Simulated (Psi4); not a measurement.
AlF3 (SMILES [F][Al]([F])[F]), singlet, at a GFN2-xTB geometry (such geometries of metal compounds can be far from the true shape).

Here is a job for Psi4.
```
memory 2 GB

molecule mol {
0 1
Al    0.000000   -0.000000   -0.000000
F    -0.020933    1.630854    0.037916
F     1.423183   -0.797103   -0.027175
F    -1.402250   -0.833751   -0.010741
}

set {
  basis sto-3g
  reference rks
}

energy('pbe')
print_variables()
```

### Question
What does this run give for the number of basis functions, nuclear repulsion energy, total energy, dipole moment?

### Answer

```
Property                         Result
-------------------------  ------------
number of basis functions            24
nuclear repulsion energy    159.3589 Eh
total energy               -534.3542 Eh
dipole moment                    0.00 D
```
